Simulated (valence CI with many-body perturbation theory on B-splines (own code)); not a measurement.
## Level structure of As XXVIII

Level of theory: relativistic CI+MBPT: four valence electrons over a frozen Dirac-Fock core [He], radial functions for each j: 11 s, 11 p, 10 d, 8 f, 5 g, 2 h, with the one-electron correlation potential Σ1 (screened to all orders), the two-electron term Σ2, the three-electron term Σ3, Breit, model QED; selected single and double excitations, second order for the rest, scaled by the run's own slope (own B-spline code, finite nucleus).

The last digits are not significant, and no measured levels were compared; by estimate large intervals hold to a few tenths of a per cent, small ones and those within an open d or f shell to about a per cent. Among the levels kept, up to 1000 cm⁻¹ of a level comes from second order outside the variational space, and about a tenth of that is noise between levels of different J, which matters for small intervals.

Levels 46 to 90 of 201, with energies above the lowest level, (2s^2 2p1/2^2) J=0. "Leading %" is the weight of the configuration and term that name the level; weights of strongly mixed levels are sums over their largest components and can fall short. In the jj column 3d3/2^4 stands for four electrons in 3d with j = 3/2. Lifetimes count E1, E2, E3, M1 and M2 decay at the calculated energies, and are blank where another channel may lead or the interval is too uncertain; long ones can be off by a factor of two.

```csv
No.,Configuration,Term,J,E (eV),Leading %,Second component,Lifetime,Leading jj
46,2s2.2p.3d,1D°,2,1770.0,50,24 % 2s2.2p.3d 3D°,28.9 fs,2s^2 2p3/2 3d3/2 (67 %)
47,2s2.2p.3d,3F°,4,1770.4,97,,379 ps,2s^2 2p3/2 3d5/2 (97 %)
48,2s2.2p.3d,3D°,3,1773.7,56,33 % 2s2.2p.3d 3F°,19.1 fs,2s^2 2p3/2 3d3/2 (62 %)
49,2s.2p2.3p,5D°,2,1773.9,44,30 % 2s.2p2.3p 5P°,154 fs,2s 2p1/2^2 3p3/2 (63 %)
50,2s2.2p.3d,3P°,1,1776.3,68,26 % 2s2.2p.3d 3D°,19.4 fs,2s^2 2p3/2 3d3/2 (91 %)
51,2s2.2p.3d,3P°,0,1776.8,96,,24.1 fs,2s^2 2p3/2 3d3/2 (96 %)
52,2s2.2p.3d,3P°,2,1777.3,50,32 % 2s2.2p.3d 3D°,21.3 fs,2s^2 2p3/2 3d5/2 (66 %)
53,2s.2p2.3p,3D°,1,1778.4,32,25 % 2s.2p2.3p 5D°,61.1 fs,2s 2p1/2^2 3p3/2 (59 %)
54,2s.2p2.3s,3P,2,1779.2,67,14 % 2s.2p2.3s 3D,122 fs,2s 2p1/2 2p3/2 3s (80 %)
55,2s.2p2.3p,5P°,1,1784.0,44,19 % 2s.2p2.3p 3D°,159 fs,2s 2p1/2 2p3/2 3p1/2 (83 %)
56,2s2.2p.3d,1F°,3,1785.6,72,21 % 2s2.2p.3d 3D°,11.3 fs,2s^2 2p3/2 3d5/2 (64 %)
57,2s2.2p.3d,1P°,1,1787.6,72,11 % 2s2.2p.3d 3D°,17.2 fs,2s^2 2p3/2 3d5/2 (90 %)
58,2s.2p2.3p,5D°,2,1788.9,37,22 % 2s.2p2.3p 5P°,204 fs,2s 2p1/2 2p3/2 3p1/2 (81 %)
59,2s.2p2.3p,5D°,3,1794.9,83,13 % 2s.2p2.3p 5P°,20.3 ps,2s 2p1/2 2p3/2 3p3/2 (81 %)
60,2s.2p2.3p,5P°,1,1799.2,36,27 % 2s.2p2.3p 3D°,84.2 fs,2s 2p1/2 2p3/2 3p3/2 (92 %)
61,2s.2p2.3p,5P°,3,1799.9,46,39 % 2s.2p2.3p 3D°,183 fs,2s 2p1/2 2p3/2 3p1/2 (63 %)
62,2s.2p2.3s,3D,1,1800.6,84,8 % 2s.2p2.3s 1P,109 fs,2s 2p1/2 2p3/2 3s (87 %)
63,2s.2p2.3d,5F,1,1801.7,71,14 % 2s.2p2.3d 3D,480 fs,2s 2p1/2^2 3d3/2 (74 %)
64,2s.2p2.3s,3D,2,1803.3,57,23 % 2s.2p2.3s 1D,127 fs,2s 2p1/2 2p3/2 3s (85 %)
65,2s.2p2.3d,5F,2,1803.5,51,22 % 2s.2p2.3d 5D,137 fs,2s 2p1/2^2 3d3/2 (57 %)
66,2s.2p2.3p,3D°,2,1804.6,61,16 % 2s.2p2.3p 5P°,71.8 fs,2s 2p1/2 2p3/2 3p3/2 (88 %)
67,2s.2p2.3p,5D°,4,1808.6,81,19 % 2s.2p2.3p 3F°,57.7 ps,2s 2p1/2 2p3/2 3p3/2 (76 %)
68,2s.2p2.3d,5D,3,1808.9,34,33 % 2s.2p2.3d 5F,46.4 fs,2s 2p1/2^2 3d5/2 (70 %)
69,2s.2p2.3p,5S°,2,1809.8,53,22 % 2s.2p2.3p 3P°,255 fs,2s 2p1/2 2p3/2 3p1/2 (72 %)
70,2s.2p2.3p,3P°,0,1809.9,85,12 % 2s.2p2.3p 5D°,59.4 fs,2s 2p1/2 2p3/2 3p3/2 (91 %)
71,2s.2p2.3s,3P,1,1813.4,51,21 % 2s.2p2.3s 3S,142 fs,2s 2p1/2 2p3/2 3s (72 %)
72,2s.2p2.3s,3P,0,1813.7,83,14 % 2s.2p2.3s 1S,124 fs,2s 2p1/2 2p3/2 3s (75 %)
73,2s.2p2.3s,3D,3,1815.8,78,19 % 2s.2p2.3s 5P,100 fs,2s 2p3/2^2 3s (75 %)
74,2s.2p2.3p,3P°,2,1816.6,64,12 % 2s.2p2.3p 1D°,68.2 fs,2s 2p1/2 2p3/2 3p3/2 (85 %)
75,2s.2p2.3p,3P°,1,1818.7,50,20 % 2s.2p2.3p 3S°,55.0 fs,2s 2p1/2 2p3/2 3p3/2 (72 %)
76,2s.2p2.3p,3D°,3,1819.5,48,28 % 2s.2p2.3p 5P°,73.2 fs,2s 2p1/2 2p3/2 3p3/2 (64 %)
77,2s.2p2.3d,3F,2,1820.5,41,26 % 2s.2p2.3d 3P,32.6 fs,2s 2p1/2^2 3d5/2 (51 %)
78,2s.2p2.3s,1D,2,1824.6,54,23 % 2s.2p2.3s 3P,150 fs,2s 2p3/2^2 3s (76 %)
79,2s.2p2.3d,5D,0,1828.3,91,7 % 2s.2p2.3d 3P,630 fs,2s 2p1/2 2p3/2 3d3/2 (96 %)
80,2s.2p2.3d,5D,1,1828.4,67,14 % 2s.2p2.3d 5F,118 fs,2s 2p1/2 2p3/2 3d3/2 (92 %)
81,2s.2p2.3d,5F,2,1828.5,36,29 % 2s.2p2.3d 5D,60.9 fs,2s 2p1/2 2p3/2 3d3/2 (88 %)
82,2s.2p2.3d,5F,4,1828.6,63,32 % 2s.2p2.3d 5D,1.07 ps,2s 2p1/2 2p3/2 3d5/2 (92 %)
83,2s.2p2.3d,5F,3,1829.9,56,28 % 2s.2p2.3d 5P,38.2 fs,2s 2p1/2 2p3/2 3d3/2 (55 %)
84,2s.2p2.3p,3F°,2,1831.0,59,25 % 2s.2p2.3p 1D°,163 fs,2s 2p1/2 2p3/2 3p1/2 (91 %)
85,2s.2p2.3p,3D°,1,1835.8,60,19 % 2s.2p2.3p 1P°,89.8 fs,2s 2p1/2 2p3/2 3p1/2 (83 %)
86,2s.2p2.3d,3F,2,1838.9,35,32 % 2s.2p2.3d 3P,36.8 fs,2s 2p1/2 2p3/2 3d5/2 (88 %)
87,2s.2p2.3d,5D,4,1840.6,43,26 % 2s.2p2.3d 5F,4.64 ps,2s 2p1/2 2p3/2 3d3/2 (47 %)
88,2s.2p2.3p,3P°,0,1841.1,62,33 % 2s.2p2.3p 1S°,121 fs,2s 2p1/2 2p3/2 3p1/2 (72 %)
89,2s.2p2.3d,5F,5,1841.2,82,18 % 2s.2p2.3d 3G,499 ps,2s 2p1/2 2p3/2 3d5/2 (76 %)
90,2s.2p2.3d,3F,3,1842.4,54,31 % 2s.2p2.3d 5P,27.3 fs,2s 2p1/2 2p3/2 3d5/2 (47 %)
```

Where two levels of one J and parity lie close, their mixing, g and order are uncertain.
